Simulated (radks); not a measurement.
Q: Species: Au2+. Configuration: [Xe] 4f14 5d9 (the NIST ground configuration). Method: Dirac Kohn-Sham, PBE, spin-unpolarised, spherical densities, finite nucleus; open shells fill j = l - 1/2 first; Fermi nuclear charge, rms radius 5.4371 fm; computed with a radial shooting solver on a logarithmic mesh with Libxc functionals. Some entries of the table are withheld. Estimate them.

| orbital | occ. | eigenvalue (eV) | <r> (bohr) | <r^2> (bohr^2) |
|---|---|---|---|---|
| 1s1/2 | 2 | -80631.20 | 0.01687 | 0.0003934 |
| 2s1/2 | 2 | -14233.75 | 0.07047 | 0.005940 |
| 2p1/2 | 2 | (1) | 0.05798 | 0.004202 |
| 2p3/2 | 4 | (2) | 0.06653 | 0.005390 |
| 3s1/2 | 2 | -3375.681 | 0.1833 | 0.03857 |
| 3p1/2 | 2 | -3114.198 | (3) | 0.03516 |
| 3p3/2 | 4 | -2709.172 | (4) | 0.04158 |
| 3d3/2 | 4 | -2273.492 | 0.1648 | 0.03190 |
| 3d5/2 | 6 | -2186.434 | 0.1696 | 0.03364 |
| 4s1/2 | 2 | -749.4942 | (5) | 0.1871 |
| 4p1/2 | 2 | -637.7769 | 0.4094 | 0.1909 |
| 4p3/2 | 4 | -540.6538 | 0.4434 | 0.2236 |
| 4d3/2 | 4 | -357.5060 | 0.4519 | 0.2362 |
| 4d5/2 | 6 | -339.4160 | 0.4631 | 0.2478 |
| 5s1/2 | 2 | -129.5335 | 0.9273 | 0.9650 |
| 4f5/2 | 6 | -104.5933 | 0.4951 | 0.2973 |
| 4f7/2 | 8 | -100.7814 | 0.5021 | 0.3058 |
| 5p1/2 | 2 | -93.2677 | 1.002 | 1.134 |
| 5p3/2 | 4 | -76.7103 | 1.099 | 1.365 |
| 5d3/2 | 4 | -28.3052 | 1.467 | 2.518 |
| 5d5/2 | 5 | -26.6022 | 1.521 | 2.711 |

A: 
(1) 2p1/2 eigenvalue (eV): -13654.40
(2) 2p3/2 eigenvalue (eV): -11818.93
(3) 3p1/2 <r> (bohr): 0.1736
(4) 3p3/2 <r> (bohr): 0.1893
(5) 4s1/2 <r> (bohr): 0.4070
